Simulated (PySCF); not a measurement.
**Ar⁺: excitation energy**

Ar⁺ [Ne] 3s2 3p5 (2P) → Ar⁺ [Ne] 3s2 3p4 4s1 (4P), as a difference of total energies. All numbers are calculated (PySCF 2.14, scalar relativity by spin-free X2C-1e, in dyall-acv3z). Correlated levels: valence: [Ne] frozen; valence and next inner shell: 1s2 frozen; virtual orbitals above 40 to 60 times the deepest correlated orbital energy dropped. The calculations carry no spin-orbit coupling.

```csv
method,excitation energy (cm⁻¹)
UHF,128210
LDA,133760
PBE,132790
PBE0,133830
r2SCAN,136160
HSE06,133600
PBEsol,133230
revPBE,133060
MP2 (valence),132920
SCS-MP2 (valence),133940
MP2 (valence and next inner shell),133130
SCS-MP2 (valence and next inner shell),134100
```

Errors of the correlated levels include the incompleteness of this basis and the frozen core.

For comparison: 134270 cm⁻¹ (measured; NIST levels, between the centres of gravity of the two terms).
